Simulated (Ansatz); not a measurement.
Total energies of Si(NCO)H3 (CH₃NOSi) from Ansatz at PBE0-D4/def2-TZVP, gas phase (1 Eh = 27.2114 eV = 2625.5 kJ/mol). The reference geometry is relaxed at r2SCAN-D4/def2-TZVP.

```
                 state   geometry  energy (Eh)
      charge 0 singlet  reference   -459.18161
      charge 1 doublet  reference   -458.77995
free Si atom (triplet)          –   -289.24943
 free N atom (quartet)          –    -54.54382
 free C atom (triplet)          –    -37.80537
 free O atom (triplet)          –    -75.01860
 free H atom (doublet)          –     -0.50104
```

Work out the vertical ionisation energy to the doublet.

E(charge 1 doublet) − E(charge 0 singlet) = -458.77995 − (-459.18161) = 0.40166 Eh = 10.93 eV. For comparison, −ε of the highest occupied level is 8.71 eV at this level, 2.22 eV less.

What is the binding energy per atom against free atoms?

Atoms: 1 × (-289.24943) + 1 × (-54.54382) + 1 × (-37.80537) + 1 × (-75.01860) + 3 × (-0.50104) = -458.12034 Eh. Binding: -458.12034 − (-459.18161) = 1.06127 Eh = 28.88 eV, or 4.13 eV for each of 7 atoms (no zero-point energy, no counterpoise term).
